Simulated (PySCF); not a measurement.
BiH3, SMILES [BiH3].

Coordinates come from a B3LYP-D3(BJ)/def2-TZVPD optimisation. The def2 effective core potentials stand for the cores of Bi; spin–orbit coupling is left out.

Two levels are set side by side: PBE/def2-TZVPD (PySCF) and ωB97X/def2-TZVPD (PySCF). Same geometry, gas phase. Differences are taken from unrounded values.

| quantity | PBE |
|---|---|
| orbital gap (eV) | 5.71 |
| highest occupied level (eV) | -6.70 |
| lowest empty level (eV) | -1.00 |
| dipole moment (D) | 1.13 |
| mean polarisability (bohr³) | 53.2 |

**Question.** These are the PBE values. What does ωB97X give? (The exact figures need the calculation; the answer reports its results.)

**Answer.** 
```csv
quantity,ωB97X,PBE minus ωB97X
orbital gap (eV),11.11,-5.40
highest occupied level (eV),-9.85,3.15
lowest empty level (eV),1.25,-2.25
dipole moment (D),1.19,-0.06
mean polarisability (bohr³),52.1,1.1
```

PBE's occupied levels lie high since its potential decays too fast outside the molecule; exact exchange lowers them and widens the gap. Differences between two approximate levels are no errors against the true value.

Rough cost on one machine, each run with all the roots and properties that it gave: ωB97X against PBE within a factor of 2.
